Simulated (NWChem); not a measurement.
Molecule: C2H5BrSi; SMILES [SiH3]C(Br)=C

All runs: NWChem. Structure relaxed at the PBE0/def2-SVP level. Ions are spin-unrestricted doublets at the neutral geometry; other ion states weren't tried.

For level PBE0/def2-SVP:

- vertical ionisation energy, ΔSCF (eV): 9.57
- −ε(HOMO) (eV): 7.44

Q: What are these values for level PBE/def2-SVP?

A: The vertical ionisation energy, ΔSCF (eV) comes out as 9.35 and the −ε(HOMO) (eV) is 6.25.
